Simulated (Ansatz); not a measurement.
Born–Oppenheimer molecular dynamics of AlClFH3OSi (8 atoms, charge 0, multiplicity 1). It starts from a relaxed structure.

The calculation used RKS B3LYP-D4/6-31G in Ansatz.

```json
{
  "ensemble": "NVE (velocity Verlet)",
  "time step": "0.5 fs",
  "steps asked": "150",
  "starting velocities drawn for": "300 K",
  "seed": "826309"
}
```

Frames 5 fs apart, positions in Å, forces in eV/Å.

Velocities at 0 fs (Å/ps):

```
Al -4.10 4.51 1.32
O 3.41 -0.73 -1.51
Si 3.52 0.35 -2.23
H -16.03 -1.47 -9.22
H 13.33 -21.25 -24.51
H -11.50 16.52 1.37
Cl -1.95 -1.40 2.46
F 2.14 -3.38 -0.18
```

```xyz
8
Properties=species:S:1:pos:R:3:forces:R:3 time_fs=0 energy_less_start_eV=0.000 T=300
Al -0.075 0.000 -0.230 0.01 0.00 -0.02
O -0.718 -0.228 1.299 -0.01 0.00 0.02
Si -1.391 -0.459 2.846 0.00 0.00 0.00
H -2.603 -1.336 2.733 0.00 0.00 0.00
H -0.375 -1.111 3.736 0.00 0.00 0.00
H -1.782 0.875 3.412 0.00 0.00 0.00
Cl 2.067 0.153 -0.557 0.00 0.00 0.00
F -1.058 0.125 -1.607 0.00 0.00 0.00
8
Properties=species:S:1:pos:R:3:forces:R:3 time_fs=5 energy_less_start_eV=0.078 T=200
Al -0.094 0.023 -0.224 0.65 -0.05 -0.37
O -0.702 -0.231 1.293 -0.32 0.11 0.43
Si -1.375 -0.457 2.835 -0.68 -0.08 0.08
H -2.646 -1.320 2.694 0.54 0.31 0.12
H -0.321 -1.205 3.619 -0.25 0.25 0.16
H -1.817 0.912 3.406 0.39 -0.65 -0.13
Cl 2.057 0.146 -0.544 -0.06 0.04 0.00
F -1.048 0.108 -1.609 -0.25 0.06 -0.28
8
Properties=species:S:1:pos:R:3:forces:R:3 time_fs=10 energy_less_start_eV=0.117 T=150
Al -0.108 0.045 -0.221 0.94 -0.14 -0.44
O -0.690 -0.233 1.292 -0.37 0.26 0.28
Si -1.364 -0.456 2.825 0.28 -0.65 -0.27
H -2.595 -1.251 2.678 -0.42 -0.37 0.02
H -0.319 -1.247 3.542 -0.08 0.14 0.44
H -1.775 0.835 3.385 0.10 0.57 0.42
Cl 2.046 0.139 -0.532 -0.05 0.08 -0.02
F -1.041 0.092 -1.614 -0.40 0.10 -0.43
8
Properties=species:S:1:pos:R:3:forces:R:3 time_fs=15 energy_less_start_eV=0.084 T=192
Al -0.114 0.066 -0.222 0.84 -0.24 -0.43
O -0.684 -0.231 1.296 -0.23 0.35 -0.16
Si -1.351 -0.460 2.813 -0.30 -0.37 0.48
H -2.613 -1.247 2.671 -0.12 -0.09 0.04
H -0.337 -1.254 3.562 0.00 0.03 0.34
H -1.700 0.851 3.443 0.13 0.09 0.10
Cl 2.036 0.133 -0.520 0.05 0.11 -0.04
F -1.039 0.078 -1.624 -0.37 0.12 -0.34
8
Properties=species:S:1:pos:R:3:forces:R:3 time_fs=20 energy_less_start_eV=0.112 T=157
Al -0.113 0.084 -0.227 0.45 -0.35 -0.47
O -0.681 -0.224 1.297 -0.08 0.32 -0.42
Si -1.341 -0.467 2.805 -0.81 -0.08 1.58
H -2.655 -1.264 2.673 0.52 0.38 0.07
H -0.362 -1.251 3.655 -0.17 0.08 -0.15
H -1.598 0.888 3.522 0.06 -0.65 -0.46
Cl 2.026 0.127 -0.508 0.24 0.14 -0.08
F -1.042 0.065 -1.638 -0.21 0.15 -0.07
8
Properties=species:S:1:pos:R:3:forces:R:3 time_fs=25 energy_less_start_eV=0.116 T=151
Al -0.107 0.100 -0.236 -0.05 -0.46 -0.45
O -0.680 -0.211 1.292 -0.08 0.18 -0.30
Si -1.337 -0.475 2.810 0.29 -0.22 0.95
H -2.608 -1.211 2.687 -0.43 -0.15 -0.06
H -0.416 -1.236 3.722 0.10 -0.21 -0.24
H -1.488 0.811 3.516 -0.29 0.52 0.06
Cl 2.017 0.123 -0.497 0.49 0.17 -0.13
F -1.047 0.053 -1.653 -0.03 0.18 0.18
8
Properties=species:S:1:pos:R:3:forces:R:3 time_fs=30 energy_less_start_eV=0.119 T=147
Al -0.102 0.111 -0.250 -0.46 -0.53 -0.36
O -0.680 -0.197 1.283 -0.21 -0.02 0.13
Si -1.331 -0.485 2.823 0.11 0.24 0.27
H -2.638 -1.179 2.690 -0.23 -0.06 -0.04
H -0.449 -1.267 3.735 0.25 -0.32 -0.17
H -1.440 0.827 3.510 -0.28 0.31 0.05
Cl 2.012 0.120 -0.486 0.71 0.18 -0.19
F -1.052 0.044 -1.666 0.10 0.20 0.30
8
Properties=species:S:1:pos:R:3:forces:R:3 time_fs=35 energy_less_start_eV=0.140 T=121
Al -0.101 0.118 -0.266 -0.63 -0.58 -0.02
O -0.683 -0.182 1.276 -0.29 -0.12 0.40
Si -1.325 -0.493 2.838 -0.49 0.70 0.04
H -2.710 -1.157 2.686 0.62 0.29 0.10
H -0.433 -1.363 3.701 -0.06 0.10 -0.31
H -1.454 0.901 3.511 -0.03 -0.76 -0.23
Cl 2.012 0.118 -0.477 0.79 0.18 -0.22
F -1.057 0.038 -1.676 0.10 0.21 0.24
8
Properties=species:S:1:pos:R:3:forces:R:3 time_fs=40 energy_less_start_eV=0.119 T=146
Al -0.105 0.120 -0.282 -0.59 -0.64 0.61
O -0.690 -0.170 1.275 -0.22 -0.05 0.19
Si -1.321 -0.495 2.854 0.33 0.16 -1.02
H -2.673 -1.087 2.700 -0.26 -0.23 0.02
H -0.422 -1.444 3.602 -0.03 0.17 -0.03
H -1.479 0.838 3.477 0.08 0.22 0.42
Cl 2.017 0.117 -0.469 0.69 0.18 -0.23
F -1.060 0.034 -1.682 0.00 0.20 0.04
8
Properties=species:S:1:pos:R:3:forces:R:3 time_fs=45 energy_less_start_eV=0.128 T=135
Al -0.114 0.116 -0.293 -0.31 -0.62 1.04
O -0.701 -0.157 1.276 -0.18 0.08 -0.06
Si -1.316 -0.496 2.861 0.10 0.19 -1.36
H -2.679 -1.061 2.720 -0.28 -0.27 0.00
H -0.414 -1.489 3.496 0.16 0.00 0.28
H -1.484 0.808 3.532 0.20 0.28 0.45
Cl 2.026 0.117 -0.463 0.41 0.16 -0.22
F -1.063 0.033 -1.688 -0.11 0.17 -0.13
8
Properties=species:S:1:pos:R:3:forces:R:3 time_fs=50 energy_less_start_eV=0.125 T=139
Al -0.126 0.106 -0.294 0.07 -0.51 0.93
O -0.714 -0.144 1.277 -0.23 0.17 -0.10
Si -1.310 -0.495 2.857 -0.57 0.36 -0.34
H -2.733 -1.089 2.743 0.63 0.21 0.04
H -0.379 -1.525 3.447 -0.11 0.22 0.12
H -1.444 0.822 3.675 0.26 -0.74 -0.38
Cl 2.038 0.118 -0.458 0.05 0.14 -0.18
F -1.068 0.033 -1.696 -0.10 0.15 -0.11
8
Properties=species:S:1:pos:R:3:forces:R:3 time_fs=55 energy_less_start_eV=0.067 T=214
Al -0.138 0.092 -0.288 0.35 -0.38 0.47
O -0.731 -0.128 1.276 -0.29 0.23 -0.09
Si -1.307 -0.491 2.850 0.43 -0.33 -0.16
H -2.673 -1.082 2.772 -0.19 -0.03 -0.08
H -0.363 -1.515 3.429 -0.10 0.09 0.01
H -1.347 0.701 3.751 0.05 0.19 -0.11
Cl 2.051 0.121 -0.455 -0.28 0.11 -0.14
F -1.073 0.036 -1.704 0.02 0.13 0.10
```

Of the whole run (75 fs, mean temperature of the second half 161 K): The conserved energy stayed within 0.063 meV per atom of its start (net change 0.035 meV per atom), so the integration is sound. Over the second half the temperature averaged 0.54 of the 300 K drawn at the start: a run that starts near a minimum puts about half its kinetic energy into the potential. A run of 0.075 ps of so small a system gives no equilibrium averages. Limits of this set-up: no polarisation functions.

Time of the run: 9 min on 1 thread of Arm Neoverse V1 (shared host), peak memory 0.14 GiB.
